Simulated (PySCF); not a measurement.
C2H11NSi3, SMILES [SiH3]N1[SiH2]CC[SiH2]1.

Coordinates come from a PBE0-D3(BJ)/def2-SVP optimisation. This is a generated structure with no PubChem entry under its InChIKey; it may be hypothetical. Other conformers were not sampled.

Two levels are set side by side: TDA-PBE/def2-SVPD (PySCF) and TDA-PBE0/def2-SVPD (PySCF). Vertical, same geometry. The lowest singlet is HOMO→LUMO 99 % with PBE and HOMO→LUMO 97 % with the other functional; states are paired by order. Differences are taken from unrounded values.

```json
[
 {"quantity": "lowest singlet excitation (eV)", "TDA-PBE0": "6.00", "TDA-PBE": "5.33", "TDA-PBE minus TDA-PBE0": "-0.67"},
 {"quantity": "lowest triplet excitation (TDA) (eV)", "TDA-PBE0": "5.67", "TDA-PBE": "5.07", "TDA-PBE minus TDA-PBE0": "-0.60"}
]
```

A lower first singlet is the usual sign of a functional without exact exchange. Differences between two approximate levels are no errors against the true value.

Rough cost on one machine, each run with all the roots and properties that it gave: TDA-PBE0 against TDA-PBE about 3 times.
